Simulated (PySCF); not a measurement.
Nd(OH)3 at several levels of theory

Computed with PySCF 2.14.0 (density fitting, no spin-orbit coupling) at the geometry relaxed with BP86:

```xyz
7
Nd(OH)3 (singlet in the valence; each metal's 4f electrons, 3 of them, lie in its core potential, out of spins and levels)
Nd    0.0000    0.0000   -0.3793
O     2.0668    0.0000    0.0596
H     2.9723    0.0000    0.4040
O    -1.0334    1.7899    0.0596
H    -1.4861    2.5740    0.4040
O    -1.0334   -1.7899    0.0596
H    -1.4861   -2.5740    0.4040
```

```tsv
level	basis	state	HOMO (eV)	gap (eV)	charge on Nd1 (e)	population of f-type functions on Nd1 (polarisation alone where 4f lies in the core)	dipole about the centre of mass (D)	largest force component (eV/Å)
BP86	Nd lcecp-1-SVP with ECP49, O def2-SVP, H def2-SVP	singlet	-5.87	4.08	0.87	0.10	1.37	0.02
TPSS	the same	singlet	-5.84	4.16	0.97	0.10	1.44	0.11
PBE	the same	singlet	-5.77	3.87	0.86	0.10	1.35	0.06
CAM-B3LYP	the same	singlet	-8.88	8.26	1.05	0.11	1.57	0.52
BP86	Nd lcecp-1-TZVP with ECP49, O def2-TZVP, H def2-TZVP	singlet	-6.21	4.38	1.59	0.11	1.62	0.31
```

In the lcecp rows the 4f levels are missing from HOMO and gap, and the state counts the valence alone.

Charges are Mulliken's, which hang on the basis. The relaxation used the grid (50, 194), these runs (75, 302) or, all-electron (x2c bases, spin-free X2C Hamiltonian), (99, 590).

Task: What does TPSSh with Nd lcecp-1-SVP with ECP49, O def2-SVP, H def2-SVP give here?

Result: state singlet, HOMO (eV) -6.50, gap (eV) 5.06, charge on Nd1 (e) 1.04, population of f-type functions on Nd1 (polarisation alone where 4f lies in the core) 0.10, dipole about the centre of mass (D) 1.51, largest force component (eV/Å) 0.31. Time: 5.7 s on 2 threads of Arm Neoverse V1, on a shared host, from an already converged density.

In the first row's basis the gap widens with exact exchange: 3.9 to 4.2 eV for PBE, BP86, TPSS (none); 5.1 eV for TPSSh (a fixed share); 8.3 eV for CAM-B3LYP (rising or full at long range).

An lcecp potential fixes the number of 4f electrons, so in runs with it no electron can move into or out of that shell.
